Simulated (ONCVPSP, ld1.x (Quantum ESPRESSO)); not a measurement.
# Potentials for phosphorus (P) compared

Generated with ld1.x 7.5 (TM, RRKJ, ultrasoft, PAW), atompaw 4.2 or ONCVPSP 4.0.1. The cutoff is in Ry: for ld1.x and atompaw files where the sum of valence levels is converged to 10 mRy in a Bessel basis, for ONCV files where the hardest occupied wave has 1 mHa per electron of residual kinetic energy. The error is the largest all-electron minus pseudo excitation energy over each file’s own four to seven test configurations (ionisations up to +4, promotions, holes and added fractions of an electron), all of which were solved. The labels leave out finer settings (local radius, basis sizes, second energies), which also bear on the numbers. Spin-polarised tests are not counted. The rows are a selection from randomly drawn settings: files with unsolved tests, undetermined cutoffs or missed reference levels are left out.

| potential | cutoff (Ry) | largest error (meV) | bound ghosts |
| --- | --- | --- | --- |
| TM semilocal, PBE, scalar-relativistic, rc 1.40/1.35/1.30 (spd), local p, core correction no, reference 3s2 3p0 | 35 | +59 | none |
| ONCV, LDA (Perdew-Wang 92), non-relativistic, rc 1.00/0.80 (sp), local smoothed, core correction yes, reference 2s2 2p6 3s2 3p3, qcut 10.8/20.7, projectors 2/2 | 312 | +286 | none |
| ONCV, PBE, scalar-relativistic, rc 0.75/0.85/0.75 (spd), local smoothed, core correction yes, reference 2s2 2p6 3s1.75 3p3.25, qcut 17.9/19/13.9, projectors 2/2/2 | 253 | +2.9 | none |
| PAW, PBEsol, scalar-relativistic, rc 1.55/1.40 (sp), local smoothed, core correction yes, reference 3s2 3p3 | 15 | -43 | none |
| ultrasoft, PBE, scalar-relativistic, rc 1.65/1.45/1.90 (spd), local smoothed, core correction yes, reference 3s1.75 3p3.25 | 10 | +34 | none |

Question: Fill in the row for P: ONCV, LDA (Perdew-Wang 92), scalar-relativistic, rc 1.30/1.60 (sp), local smoothed, core correction no, reference 3s2 3p2.5, qcut 4.8/4.5, projectors 2/1.

Answer: cutoff 21 Ry, largest error +22 meV, bound ghosts: none.

Question: Fill in the row for P: ultrasoft, BLYP, scalar-relativistic, rc 1.85/1.95 (sp), local smoothed, core correction no, reference 3s2 3p2.75.

Answer: cutoff 15 Ry, largest error +360 meV, bound ghosts: none.
